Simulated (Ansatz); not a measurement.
Two isomers of C3H7BFN: A = `BC(F)CN=C`, B = `NCB/C=C/F`.

Gas-phase electronic energies from Ansatz, PBE0-D4/def2-TZVP geometries. CCSD(T)/CBS is the MP2 limit (def2-TZVPP, def2-QZVPP) plus CCSD(T) − MP2 in def2-TZVPP, frozen cores. Functionals use def2-TZVPP. B3LYP here is the variant with VWN-RPA as its local correlation; programs differ in this. One conformer a species, not always the lowest.

Q: Which is lower in electronic energy at CCSD(T)/CBS, and by how much? (Best estimate.)

A: Ansatz gave: B, by 83.5 kJ/mol.

Q: Give E(B) − E(A) in kJ/mol with CCSD(T)/def2-TZVPP, ωB97M-V, PBE-D4, B2PLYP, B3LYP-D4, CCSD/def2-TZVPP, PBE0-D4. (An estimate is asked.)

A: Ansatz gave: CCSD(T)/def2-TZVPP -80.8, ωB97M-V -87.1, PBE-D4 -94.0, B2PLYP -85.9, B3LYP-D4 -86.0, CCSD/def2-TZVPP -79.9, PBE0-D4 -93.3. None reverses the order clearly.

Largest T1 diagnostic: 0.012.

In def2-TZVPP, CCSD(T) changes the Hartree–Fock value by −5.8 kJ/mol (the triples alone add −1.0 kJ/mol) and MP2 by −10.9 kJ/mol.
